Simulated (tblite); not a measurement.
Species: C5H10ClFSi.
Numbering: `[CH2:1]=[C:2]([CH3:3])[SiH2:4][C@@H:5]([F:6])[CH2:7][Cl:8]` (hydrogens: H9, H10 on C1; H11, H12, H13 on C3; H14, H15 on Si4; H16 on C5; H17, H18 on C7)

The geometry is computed with GFN2-xTB (gas phase).

(1) Give the optimised bond lengths and angles.

## Answers

(1) 
```json
{"bond": "C1=C2", "length (pm)": "132.8"}
{"bond": "C2–C3", "length (pm)": "150.0"}
{"bond": "C2–Si4", "length (pm)": "188.5"}
{"bond": "Si4–C5", "length (pm)": "192.9"}
{"bond": "C5–F6", "length (pm)": "139.1"}
{"bond": "C5–C7", "length (pm)": "151.8"}
{"bond": "C7–Cl8", "length (pm)": "176.7"}
{"bond": "C1–H9", "length (pm)": "107.6"}
{"bond": "C1–H10", "length (pm)": "108.0"}
{"bond": "C3–H11, C3–H12, C3–H13", "length (pm)": "108.8"}
{"bond": "Si4–H14", "length (pm)": "146.8"}
{"bond": "Si4–H15", "length (pm)": "146.5"}
{"bond": "C5–H16", "length (pm)": "109.5"}
{"bond": "C7–H17", "length (pm)": "109.1"}
{"bond": "C7–H18", "length (pm)": "109.2"}
```

Bonds in one row agree within 1 pm and their mean is given. A selection of angles:
```json
{"angle": "C2–C1–H9", "degrees": "122.5"}
{"angle": "C2–C1–H10", "degrees": "121.7"}
{"angle": "H9–C1–H10", "degrees": "115.7"}
{"angle": "C1–C2–C3", "degrees": "121.0"}
{"angle": "C1–C2–Si4", "degrees": "124.2"}
{"angle": "C3–C2–Si4", "degrees": "114.8"}
{"angle": "C2–C3–H11", "degrees": "111.3"}
{"angle": "C2–C3–H12", "degrees": "110.1"}
{"angle": "H11–C3–H12", "degrees": "109.0"}
{"angle": "H12–C3–H13", "degrees": "107.4"}
{"angle": "C2–Si4–C5", "degrees": "109.9"}
{"angle": "C2–Si4–H14", "degrees": "111.3"}
{"angle": "C2–Si4–H15", "degrees": "109.8"}
{"angle": "C5–Si4–H14", "degrees": "106.6"}
{"angle": "C5–Si4–H15", "degrees": "108.0"}
{"angle": "H14–Si4–H15", "degrees": "111.1"}
{"angle": "Si4–C5–F6", "degrees": "109.8"}
{"angle": "Si4–C5–C7", "degrees": "113.3"}
{"angle": "Si4–C5–H16", "degrees": "111.7"}
{"angle": "F6–C5–C7", "degrees": "106.4"}
{"angle": "F6–C5–H16", "degrees": "105.4"}
{"angle": "C7–C5–H16", "degrees": "109.7"}
{"angle": "C5–C7–Cl8", "degrees": "109.5"}
{"angle": "C5–C7–H17", "degrees": "110.2"}
{"angle": "C5–C7–H18", "degrees": "111.9"}
{"angle": "Cl8–C7–H17", "degrees": "107.7"}
{"angle": "Cl8–C7–H18", "degrees": "107.9"}
{"angle": "H17–C7–H18", "degrees": "109.5"}
```

Torsions: C1–C2–Si4–C5 5° (synperiplanar); C2–Si4–C5–F6 49° (synclinal); Si4–C5–C7–Cl8 55° (synclinal).

The C–Si distances run from 1.885 Å (C2–Si4, drawn single) to 1.929 Å (Si4–C5, drawn single), a spread of 0.044 Å. Of the pairs four or more bonds apart, F6···H9 is among the closest relative to their van der Waals radii: 2.53 Å, 95 % of the sum of Bondi's values. Si4 (SiH2 silicon) is tetrahedral (angles from 106.6° to 111.3°). The 3 C–C bonds span 1.328 Å (C1=C2, drawn double) to 1.518 Å (C5–C7, drawn single), a spread of 0.190 Å.

Point group: C1 (no symmetry element, even within 0.4 Å). Its GFN2-xTB frequencies are all real (lowest 18 cm⁻¹). One conformer, not necessarily the lowest. 3 starts were optimised and ended at 0.00, 1.21 and 2.25 kcal/mol (GFN2-xTB); the lowest of these is shown.

On one thread, Arm Neoverse V1 (aarch64), no GPU, on a shared host, this took 0.73 s of wall time. That covers the optimisation of the geometry.
